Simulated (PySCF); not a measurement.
Compound: C3H8BNO.
SMILES: `C[O+](C)[BH2-]C#N`

Torsions of this conformer, `[CH3:1][O+:2]([CH3:3])[BH2-:4][C:5]#[N:6]`: C1–O2–B4–C5 169°.

The closed-shell ground state was solved at several levels (PySCF, density fitting, gas phase, non-relativistic). Geometry: PBE0-D3(BJ)/def2-SVP, one conformer, isolated molecule.

```json
{"level": "PBE0/aug-cc-pVDZ", "basis functions": "210", "total energy (Eh)": "-273.6297", "HOMO (eV)": "-8.19", "LUMO (eV)": "-0.53", "gap (eV)": "7.66", "dipole (D)": "7.36"}
{"level": "wB97X-D/def2-SVPD", "basis functions": "187", "total energy (Eh)": "-273.6482", "HOMO (eV)": "-10.12", "LUMO (eV)": "1.62", "gap (eV)": "11.74", "dipole (D)": "7.45"}
{"level": "B3LYP/pcSseg-1", "basis functions": "142", "total energy (Eh)": "-273.9162", "HOMO (eV)": "-7.92", "LUMO (eV)": "-0.13", "gap (eV)": "7.79", "dipole (D)": "7.50"}
{"level": "OPBE/pcSseg-1", "basis functions": "142", "total energy (Eh)": "-273.7523", "HOMO (eV)": "-6.75", "LUMO (eV)": "-0.78", "gap (eV)": "5.97", "dipole (D)": "7.36"}
{"level": "PBE0/def2-SVPD", "basis functions": "187", "total energy (Eh)": "-273.4110", "HOMO (eV)": "-8.22", "LUMO (eV)": "-0.10", "gap (eV)": "8.12", "dipole (D)": "7.37"}
{"level": "PBE0/pcSseg-2", "basis functions": "328", "total energy (Eh)": "-273.7035", "HOMO (eV)": "-8.21", "LUMO (eV)": "-0.17", "gap (eV)": "8.04", "dipole (D)": "7.42"}
{"level": "LC-wPBE/pcSseg-1", "basis functions": "142", "total energy (Eh)": "-273.7236", "HOMO (eV)": "-10.96", "LUMO (eV)": "2.45", "gap (eV)": "13.41", "dipole (D)": "7.63"}
{"level": "HF/def2-SVPD", "basis functions": "187", "total energy (Eh)": "-272.0411", "HOMO (eV)": "-11.39", "LUMO (eV)": "1.95", "gap (eV)": "13.34", "dipole (D)": "7.70"}
{"level": "PBE0/def2-TZVP", "basis functions": "234", "total energy (Eh)": "-273.7025", "HOMO (eV)": "-8.19", "LUMO (eV)": "-0.06", "gap (eV)": "8.13", "dipole (D)": "7.37"}
{"level": "BHandHLYP/def2-SVPD", "basis functions": "187", "total energy (Eh)": "-273.5790", "HOMO (eV)": "-9.47", "LUMO (eV)": "0.52", "gap (eV)": "9.99", "dipole (D)": "7.52"}
```

Problem. Estimate the row for PBE0/def2-SVP, a basis of 124 functions; the other rows only guide the guess.

Solution. Total energy -273.3953 Eh, HOMO -8.03 eV, LUMO 0.29 eV, gap 8.32 eV, dipole 7.37 D.

Problem. Over all these levels, which gives the widest orbital gap and which the narrowest?

Solution. LC-wPBE/pcSseg-1 (range-separated hybrid) has the widest, 13.41 eV, and OPBE/pcSseg-1 (GGA) the narrowest, 5.97 eV. The two share the basis. From the narrowest to the widest the HOMO moves by -4.21 eV and the LUMO by +3.23 eV.

Problem. How much does the basis alone move the frontier levels among the 5 PBE0 rows (the withheld one included)?

Solution. The HOMO by 0.19 eV and the LUMO by 0.82 eV. By rising basis size (HOMO, LUMO in eV): def2-SVP -8.03, 0.29; def2-SVPD -8.22, -0.10; aug-cc-pVDZ -8.19, -0.53; def2-TZVP -8.19, -0.06; pcSseg-2 -8.21, -0.17.

Problem. In the def2-SVPD basis, how does the gap go with the fixed share of exact exchange?

Solution. PBE0 (25 %) 8.12 eV; BHandHLYP (50 %) 9.99 eV; HF (100 %) 13.34 eV. Each rise in the share widens the gap here.

Problem. How far do the dipole and the HOMO energy spread over the levels?

Solution. The dipole runs from 7.36 to 7.70 D (mean 7.46 D) and the HOMO from -11.39 to -6.75 eV.

wB97X-D is run here without its empirical dispersion term; that term would change no orbital, density or response property at a fixed geometry.
